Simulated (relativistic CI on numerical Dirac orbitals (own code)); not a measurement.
**Line list: Forbidden lines, Ir61+**

Method of calculation: Dirac-Coulomb-Breit CI, separate exchange-only KLI orbitals for each configuration, model QED (radiative potential, 1s self-energy scaled to tabulated hydrogen-like ionisation energies), unscaled Slater integrals (own radial code, finite nucleus).

CI space (outside the closed core [Ne]): 3s2 3p4, 3s2 3p3 3d, 3s 3p5, 3p6, 3s 3p4 3d, 3s 3p3 3d2, 3p5 3d, 3s2 3p2 3d 4p, 3s 3p3 3d 4s, 3p5 4s, 3s2 3p3 4s, 3p5 4p, 3s2 3p3 4p, 3s2 3p3 4d, 3s 3p4 4s, 3p4 3d 4p, 3s2 3p3 4f, 3s 3p4 4p, 3s 3p4 4d, 3s 3p4 4f, 3s2 3p3 5s, 3s2 3p3 5p, 3s2 3p2 4s 4p, 3s2 3p3 5d, 3s2 3p3 5f, 3s2 3p3 5g, 3s 3p3 4s2, 3s 3p4 5s, 3s2 3p2 3d2, 3s2 3p 3d3, 3s 3p2 3d3, 3s2 3p 3d2 4s, 3s2 3p 3d2 4p, 3s2 3p 3d2 4d, 3p4 3d2, 3p3 3d3, 3p3 3d2 4s, 3p3 3d2 4p, 3p3 3d2 4d, 3s2 3p2 3d 4s, 3s 3p2 3d2 4s, 3s2 3p 3d 4s2, 3s2 3p 3d 4s 4p, 3s2 3p 3d 4s 4d, 3p4 3d 4s, 3p3 3d 4s2, 3p3 3d 4s 4p, 3p3 3d 4s 4d, 3s2 3p2 4s2, 3s 3p2 3d 4s2, 3s2 3p 4s2 4p, 3s2 3p 4s2 4d, 3s2 3p2 4p2, 3s2 3p 3d 4p2, 3s 3p2 3d 4p2, 3s2 3p 4s 4p2, 3s2 3p 4p3, 3s2 3p 4p2 4d, 3s 3p3 4s 4p, 3s 3p2 3d 4s 4p, 3s 3p2 4s2 4p, 3s 3p2 4s 4p2, 3s 3p2 4s 4p 4d. Double excitations out of closed p, d and f shells are left out; levels of such configurations are missing from the list, as are those of other unlisted configurations, and high levels can miss mixing partners. These lack a partner that the ground configuration has and come out too high: 3s2 3p3 4f, 3s 3p4 4p, 3s 3p4 4d, 3s 3p4 4f, 3s2 3p3 5s.

```
λ vac (Å)                  Lower                   Upper  Type   A (s⁻¹)  E lower (10³ cm⁻¹)  E upper (10³ cm⁻¹)
   27.050  3s2 3p3 3d 5D°_4 [34]  3s2 3p3 3d 3D°_3 [149]    M1  2.97e+08              6088.2              9785.1
   27.517   3s2 3p3 3d 3F°_4 [7]   3s2 3p3 3d 1F°_3 [41]    M1  3.15e+08              2807.5              6441.6
   27.784  3s2 3p3 3d 3D°_3 [33]  3s2 3p3 3d 3D°_2 [146]    M1  5.18e+08              6086.6              9685.8
   28.176  3s2 3p3 3d 3D°_3 [33]  3s2 3p3 3d 3F°_4 [143]    M1  1.34e+08              6086.6              9635.7
   28.188  3s2 3p3 3d 5D°_4 [34]  3s2 3p3 3d 3F°_4 [143]    M1  5.05e+08              6088.2              9635.7
   28.241      3s2 3p4 3P_1 [11]       3s2 3p4 3P_0 [49]    M1  1.46e+09              3398.6              6939.6
   28.738       3s2 3p4 3P_2 [1]       3s2 3p4 1D_2 [12]    E2  1.72e+07                 0.0              3479.7
   28.738       3s2 3p4 3P_2 [1]       3s2 3p4 1D_2 [12]    M1  3.54e+08                 0.0              3479.7
   28.910  3s2 3p3 3d 3D°_1 [38]  3s2 3p3 3d 3D°_2 [146]    M1  2.90e+08              6226.8              9685.8
   28.970   3s2 3p3 3d 3D°_2 [3]   3s2 3p3 3d 3G°_4 [25]    E2  5.04e+06              1994.7              5446.6
   29.076  3s2 3p3 3d 3F°_4 [36]  3s2 3p3 3d 3F°_4 [143]    M1  7.55e+07              6196.5              9635.7
   29.280   3s2 3p3 3d 3F°_4 [7]   3s2 3p3 3d 3G°_5 [37]    E2  1.01e+07              2807.5              6222.8
   29.280   3s2 3p3 3d 3F°_4 [7]   3s2 3p3 3d 3G°_5 [37]    M1  1.12e+08              2807.5              6222.8
   29.300  3s2 3p3 3d 3G°_5 [37]  3s2 3p3 3d 3F°_4 [143]    M1  1.44e+08              6222.8              9635.7
   29.390  3s2 3p3 3d 3D°_2 [40]  3s2 3p3 3d 3D°_3 [149]    M1  2.53e+08              6382.5              9785.1
   29.424       3s2 3p4 3P_2 [1]       3s2 3p4 3P_1 [11]    M1  5.80e+08                 0.0              3398.6
   29.507   3s2 3p3 3d 3F°_4 [7]   3s2 3p3 3d 3F°_4 [36]    E2  6.89e+06              2807.5              6196.5
   29.507   3s2 3p3 3d 3F°_4 [7]   3s2 3p3 3d 3F°_4 [36]    M1  7.00e+07              2807.5              6196.5
   29.640   3s2 3p3 3d 3F°_3 [6]   3s2 3p3 3d 3G°_4 [25]    E2  1.08e+07              2072.7              5446.6
   29.640   3s2 3p3 3d 3F°_3 [6]   3s2 3p3 3d 3G°_4 [25]    M1  1.08e+08              2072.7              5446.6
   30.050   3s2 3p3 3d 3D°_2 [8]   3s2 3p3 3d 3F°_4 [36]    E2  6.47e+06              2868.7              6196.5
   30.174   3s2 3p3 3d 3D°_2 [3]   3s2 3p3 3d 3F°_2 [21]    M1  3.47e+08              1994.7              5308.8
   30.481   3s2 3p3 3d 3F°_4 [7]   3s2 3p3 3d 5D°_4 [34]    M1  4.46e+08              2807.5              6088.2
   30.743   3s2 3p3 3d 3D°_1 [4]   3s2 3p3 3d 5D°_0 [22]    M1  6.33e+08              2069.0              5321.7
   30.977       3s2 3p4 1S_0 [2]       3s2 3p4 3P_1 [11]    M1  2.06e+08               170.4              3398.6
   31.076   3s2 3p3 3d 3D°_2 [8]   3s2 3p3 3d 3D°_3 [33]    M1  3.14e+08              2868.7              6086.6
   31.582   3s2 3p3 3d 3D°_3 [9]   3s2 3p3 3d 3F°_4 [36]    M1  5.06e+07              3030.1              6196.5
   32.331  3s2 3p3 3d 1F°_3 [44]  3s2 3p3 3d 3F°_4 [143]    M1  1.45e+08              6542.8              9635.7
   32.700   3s2 3p3 3d 3D°_3 [9]   3s2 3p3 3d 5D°_4 [34]    M1  1.87e+08              3030.1              6088.2
   136.10   3s2 3p3 3d 3F°_3 [6]    3s2 3p3 3d 3F°_4 [7]    M1  4.56e+06              2072.7              2807.5
```

Terms are leading LS components. Brackets give the number of a level in order of energy, since labels repeat. The list gives strong lines, with weight on those to low levels, among the lowest 400 of 10362 levels, so that lines to higher ones, which can be the strongest, are missing. Levels whose partners in the same complex of configurations lie outside the list can be far off, and so can their lines. Rates are taken at the computed energies, electric ones in the length gauge.

At this charge energies of transitions that change n are usually good to better than 1 %, and those within a shell (Δn = 0) to a few per cent.

LS names give the leading component of a level, which can be under half, so a name can repeat, a term be missing and a line seem to break the LS rules.
